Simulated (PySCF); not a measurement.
F₅Si₂, doublet, geometry from GFN2-xTB; BLYP/STO-3G in PySCF.

The PySCF input:
```python
from pyscf import gto, scf, dft

mol = gto.M(
    atom='''
F     1.92071283   -1.45494009   -0.00159091
Si    1.29120465   -0.04621676   -0.45500175
F     2.17893296    0.90363565    0.49161443
Si   -0.89795116    0.08724035    0.05293148
F    -1.64658750   -0.12127352    1.44202576
F    -1.39908948    1.52197224   -0.39869112
F    -1.66569646   -0.91320875   -0.90791551
''',
    basis='sto-3g',
    spin=1,
    verbose=4,
)

mf = dft.UKS(mol)
mf.xc = 'blyp'
mf.DIIS = scf.EDIIS
mf.kernel()
```

Output, abridged:

```
PySCF version 2.14.0

[INPUT] verbose = 4
[INPUT] num. atoms = 7
[INPUT] num. electrons = 73
[INPUT] charge = 0
[INPUT] spin (= nelec alpha-beta = 2S) = 1
[INPUT] symmetry False subgroup None
[INPUT] Mole.unit = angstrom
[INPUT] Symbol           X                Y                Z      unit          X                Y                Z       unit  Magmom
[...]
nuclear repulsion = 490.885159394647
number of shells = 25
number of NR pGTOs = 129
number of NR cGTOs = 43
basis = sto-3g
ecp = {}

******** <class 'pyscf.dft.uks.UKS'> ********
method = UKS
initial guess = minao
damping factor = 0
level_shift factor = 0
DIIS = <class 'pyscf.scf.diis.EDIIS'>
diis_start_cycle = 1
diis_space = 8
diis_damp = 0
SCF conv_tol = 1e-09
SCF conv_tol_grad = None
SCF max_cycles = 50
direct_scf = True
direct_scf_tol = 1e-13
number electrons alpha = 37  beta = 36
XC library pyscf.dft.libxc version 7.1.2
    S. Lehtola, C. Steigemann, M. J. T. Oliveira, and M. A. L. Marques,  SoftwareX 7, 1–5 (2018)
XC functionals = blyp
    A. D. Becke,  Phys. Rev. A 38, 3098 (1988)
    C. Lee, W. Yang, and R. G. Parr,  Phys. Rev. B 37, 785 (1988)
    B. Miehlich, A. Savin, H. Stoll, and H. Preuss,  Chem. Phys. Lett. 157, 200 (1989)
radial grids:
    Treutler-Ahlrichs [JCP 102, 346 (1995); DOI:10.1063/1.469408] (M4) radial grids

becke partition: Becke, JCP 88, 2547 (1988); DOI:10.1063/1.454033
pruning grids: <function nwchem_prune>
grids dens level: 3
symmetrized grids: False
atomic radii adjust function: <function treutler_atomic_radii_adjust>
small_rho_cutoff = 0
Set gradient conv threshold to 3.16228e-05
tot grids = 109672
init E= -1064.6305526829

cycle= 1 E= -1063.70106412423  delta_E= 0.929  |g|= 0.631  |ddm|= 2.47
cycle= 2 E= -1062.77339146949  delta_E= 0.928  |g|= 1.34  |ddm|= 3.14
cycle= 3 E= -1063.95910272925  delta_E= -1.19  |g|= 0.34  |ddm|= 2.67
cycle= 4 E= -1063.95910263891  delta_E= 9.03e-08  |g|= 0.34  |ddm|= 2.97e-07
cycle= 5 E= -1063.95910244553  delta_E= 1.93e-07  |g|= 0.34  |ddm|= 6.36e-07
cycle= 6 E= -1063.95910273612  delta_E= -2.91e-07  |g|= 0.34  |ddm|= 9.55e-07
cycle= 7 E= -1063.9591027286  delta_E= 7.52e-09  |g|= 0.34  |ddm|= 2.47e-08
cycle= 8 E= -1063.95910272317  delta_E= 5.42e-09  |g|= 0.34  |ddm|= 1.78e-08
cycle= 9 E= -1063.95910272943  delta_E= -6.26e-09  |g|= 0.34  |ddm|= 2.06e-08
cycle= 10 E= -1063.90378982946  delta_E= 0.0553  |g|= 0.429  |ddm|= 0.308
cycle= 11 E= -1063.54780599543  delta_E= 0.356  |g|= 0.857  |ddm|= 1.95
[...]
cycle= 20 E= -1063.69086979478  delta_E= 0.267  |g|= 0.722  |ddm|= 1.59
cycle= 21 E= -1064.01573924375  delta_E= -0.325  |g|= 0.228  |ddm|=  1.5
cycle= 22 E= -1064.01573912607  delta_E= 1.18e-07  |g|= 0.228  |ddm|= 6.87e-07
cycle= 23 E= -1064.01573924322  delta_E= -1.17e-07  |g|= 0.228  |ddm|= 6.98e-07
cycle= 24 E= -1064.01573924413  delta_E= -9.06e-10  |g|= 0.228  |ddm|= 9.22e-09
cycle= 25 E= -1064.01573923784  delta_E= 6.29e-09  |g|= 0.228  |ddm|= 3.38e-08
cycle= 26 E= -1064.01573923294  delta_E= 4.9e-09  |g|= 0.228  |ddm|= 5.89e-08
cycle= 27 E= -1063.97622449482  delta_E= 0.0395  |g|= 0.312  |ddm|= 0.275
cycle= 28 E= -1063.98471737641  delta_E= -0.00849  |g|= 0.301  |ddm|= 0.783
cycle= 29 E= -1063.76947772832  delta_E= 0.215  |g|= 0.635  |ddm|= 1.42
cycle= 30 E= -1064.03501030338  delta_E= -0.266  |g|= 0.18  |ddm|= 1.31
cycle= 31 E= -1064.03501030178  delta_E= 1.6e-09  |g|= 0.18  |ddm|= 9.02e-09
cycle= 32 E= -1064.03501029024  delta_E= 1.15e-08  |g|= 0.18  |ddm|= 2.32e-07
cycle= 33 E= -1064.03501030223  delta_E= -1.2e-08  |g|= 0.18  |ddm|= 2.29e-07
cycle= 34 E= -1064.03501030051  delta_E= 1.72e-09  |g|= 0.18  |ddm|= 2.75e-08
cycle= 35 E= -1064.03501030219  delta_E= -1.67e-09  |g|= 0.18  |ddm|= 2.76e-08
cycle= 36 E= -1063.95529204939  delta_E= 0.0797  |g|= 0.348  |ddm|= 0.661
cycle= 37 E= -1063.98885397265  delta_E= -0.0336  |g|= 0.293  |ddm|= 0.962
cycle= 38 E= -1063.8137540621  delta_E= 0.175  |g|= 0.58  |ddm|= 1.31
cycle= 39 E= -1064.03955920684  delta_E= -0.226  |g|= 0.167  |ddm|=  1.2
cycle= 40 E= -1064.03955920561  delta_E= 1.23e-09  |g|= 0.167  |ddm|= 7.59e-09
cycle= 41 E= -1064.03955917733  delta_E= 2.83e-08  |g|= 0.167  |ddm|= 1.85e-07
cycle= 42 E= -1064.03955920578  delta_E= -2.84e-08  |g|= 0.167  |ddm|= 1.85e-07
cycle= 43 E= -1064.0395592053  delta_E= 4.73e-10  |g|= 0.167  |ddm|= 2.95e-09
cycle= 44 E= -1064.03955920403  delta_E= 1.27e-09  |g|= 0.167  |ddm|= 1.35e-08
cycle= 45 E= -1063.92619081633  delta_E= 0.113  |g|= 0.393  |ddm|= 0.865
cycle= 46 E= -1063.99116266108  delta_E= -0.065  |g|= 0.288  |ddm|= 1.11
cycle= 47 E= -1063.83770972283  delta_E= 0.153  |g|= 0.547  |ddm|= 1.25
cycle= 48 E= -1064.03896594554  delta_E= -0.201  |g|= 0.169  |ddm|= 1.13
cycle= 49 E= -1064.03896594703  delta_E= -1.49e-09  |g|= 0.169  |ddm|= 3.33e-08
cycle= 50 E= -1064.03896594697  delta_E= 5.64e-11  |g|= 0.169  |ddm|= 5.75e-09
SCF not converged.
SCF energy = -1064.03896594697 after 50 cycles  <S^2> = 0.75041032  2S+1 = 2.0004103
```

Convergence was not reached.
